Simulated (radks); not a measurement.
Initial-state core-level shifts of neutral sulfur when its valence configuration changes from [Ne] 3s2 3p4. Calculated with a radial shooting solver on a logarithmic mesh with Libxc functionals: scalar-relativistic Kohn-Sham, PBEsol, spin-polarised, spherical densities, finite nucleus; open shells are filled with parallel spins first; Fermi nuclear charge, rms radius 3.2611 fm. Shifts are changes of the shell-averaged eigenvalues in eV (positive: less bound); the change of the density at the nucleus, which sets a Mossbauer isomer shift, is in e/bohr^3, on a base of 2946.

| valence | 1s | 2s | 2p | density at nucleus |
|---|---|---|---|---|
| 3s1 3p5 | -1.527 | -1.504 | -1.489 | -9.5118 |
| 3p6 | -3.033 | -2.976 | -2.945 | -19.7128 |
| 3s1.5 3p4.5 | -0.764 | -0.753 | -0.745 | -4.7488 |
